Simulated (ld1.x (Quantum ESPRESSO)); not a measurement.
## An all-electron radial function and its pseudo partner (Si (Z = 14))

Columns: radius, all-electron u(r) and pseudo u(r) of the 3s shell (level -11.27 eV) of silicon in the configuration [Ne] 3s1.5 3p2.5; LDA (PZ), scalar-relativistic, TM scheme, ld1.x (Quantum ESPRESSO) 7.5.

```json
{"r (bohr)": "0.103", "all-electron": "0.1203", "pseudo": "0.0264"}
{"r (bohr)": "0.205", "all-electron": "-0.1455", "pseudo": "0.0538"}
{"r (bohr)": "0.308", "all-electron": "-0.3157", "pseudo": "0.0838"}
{"r (bohr)": "0.410", "all-electron": "-0.3441", "pseudo": "0.1172"}
{"r (bohr)": "0.513", "all-electron": "-0.2737", "pseudo": "0.1559"}
{"r (bohr)": "0.615", "all-electron": "-0.1506", "pseudo": "0.2004"}
{"r (bohr)": "0.718", "all-electron": "-0.0046", "pseudo": "0.2524"}
{"r (bohr)": "0.820", "all-electron": "0.1412", "pseudo": "0.3113"}
{"r (bohr)": "0.923", "all-electron": "0.2778", "pseudo": "0.3771"}
{"r (bohr)": "1.025", "all-electron": "0.3965", "pseudo": "0.4465"}
{"r (bohr)": "1.128", "all-electron": "0.4971", "pseudo": "0.5170"}
{"r (bohr)": "1.230", "all-electron": "0.5774", "pseudo": "0.5827"}
{"r (bohr)": "1.332", "all-electron": "0.6397", "pseudo": "0.6396"}
{"r (bohr)": "1.435", "all-electron": "0.6856", "pseudo": "0.6848"}
{"r (bohr)": "1.538", "all-electron": "0.7164", "pseudo": "0.7160"}
{"r (bohr)": "1.640", "all-electron": "0.7341", "pseudo": "0.7341"}
{"r (bohr)": "1.743", "all-electron": "0.7409", "pseudo": "0.7409"}
{"r (bohr)": "1.845", "all-electron": "0.7386", "pseudo": "0.7386"}
{"r (bohr)": "1.948", "all-electron": "0.7287", "pseudo": "0.7287"}
{"r (bohr)": "2.050", "all-electron": "0.7129", "pseudo": "0.7129"}
{"r (bohr)": "2.153", "all-electron": "0.6923", "pseudo": "0.6923"}
{"r (bohr)": "2.255", "all-electron": "0.6683", "pseudo": "0.6683"}
{"r (bohr)": "2.358", "all-electron": "0.6415", "pseudo": "0.6415"}
{"r (bohr)": "2.460", "all-electron": "0.6132", "pseudo": "0.6132"}
{"r (bohr)": "2.562", "all-electron": "0.5838", "pseudo": "0.5838"}
{"r (bohr)": "2.665", "all-electron": "0.5536", "pseudo": "0.5536"}
```

Problem. How many radial nodes do the two functions have?

Solution. The all-electron 3s function has n − l − 1 = 2; the pseudo-wave has 0, since the states of the same l below it are removed with the core.

Problem. At about which radius was the pseudo-wave matched?

Solution. 1.80 bohr. The columns agree to 0.0005 from 1.54 bohr on; several derivatives are matched, so the curves merge somewhat inside the radius.

Problem. Is the pseudo-wave norm-conserving?

Solution. Yes: the TM scheme keeps the norm inside the radius equal to the all-electron one, which fixes the energy derivative of the logarithmic derivative at the level.
